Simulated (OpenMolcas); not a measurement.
Cu2+ in a ligand field

Cu2+ with 4 ligands (chloride) in tetrahedral coordination (Td) at 2.33 Å. A charge of +0.5 e stands 3.2 Å behind each ligand. Ligand basis ANO-RCC-VDZP.
```
Cu    0.0000    0.0000    0.0000
Cl    1.3452    1.3452    1.3452
Cl    1.3452   -1.3452   -1.3452
Cl   -1.3452    1.3452   -1.3452
Cl   -1.3452   -1.3452    1.3452
```

```yaml
Program: OpenMolcas 26.06
Method: "SS-CASPT2, IPEA 0.25 Eh, imaginary shift 0.1 Eh (closed shells correlated: 3s 3p and the ligand valence shells)"
Basis: ANO-RCC-VDZP [5s4p2d1f]
Scalar_Hamiltonian: DKH2, point nucleus
Active_space: 9 electrons in 5 orbitals (3d)
State_averaging: 2S+1 = 2 even, 5 roots
Spin-orbit_coupling: state interaction with AMFI integrals over the reference wave functions
```

The lowest spin-free states (labels of Td), above the lowest:

| State | Degeneracy | E (cm-1) | Free-ion L (%) |
| --- | --- | --- | --- |
| 2T2 | 3 | 0 | D (100) |
| 2E | 2 | 3150 | D (100) |

The lowest levels with spin-orbit coupling:

```csv
E (cm-1),Degeneracy,Label,2S+1,g
0,2,Γ7,2,1.89 1.89 1.89
880,4,Γ8,2,
4290,4,Γ8,2,
```

Electric-dipole absorption from the lowest level at this geometry, strongest bands:

```csv
E (cm-1),λ (nm),Label,f
880,11400,Γ8,2.41e-06
4290,2330,Γ8,2.29e-05
```

Powder χT (cm3 K/mol): 0.34 at 2 K, 0.353 at 10 K, 0.42 at 50 K, 0.504 at 100 K, 0.669 at 200 K, 0.814 at 300 K. The effective moment at 300 K is 2.828 √(χT) = 2.55 μB.

The lowest level has 2S+1 = 2, for which the spin-only value is χT = S(S+1) / 2 = 0.375 cm3 K/mol (g = 2). The computed 0.814 at 300 K differs by +0.439, through orbital momentum, spin-orbit coupling and any other state in reach. With a threefold ground state the orbital momentum is unquenched, so the spin-only value is not expected to hold.

The gap between the two states is 10Dq = -3154 cm-1 (negative for this site).

Over all roots computed the reference weight is 0.74; a low but even weight reflects the number of correlated electrons. An orbital triplet at a regular site is open to Jahn-Teller coupling, which can distort the site and quench the lowest spin-orbit gaps and is left out. A single d shell leaves out the double-shell effect, which counts most for late 3d ions, where the CASPT2 field can be off either way by tens of per cent. Ligand-to-metal charge-transfer states are missing. With one d shell and no ligand orbital active, 10Dq can be off by tens of per cent for divalent 3d ions, low with halides held by bare charges and at times high in hosts. Free-ion shares, where given, are those of the reference states; single-state CASPT2 does not remix them. No measured value stands beside these numbers; the geometry is a model, was not optimised and need not be the one that this ion takes.
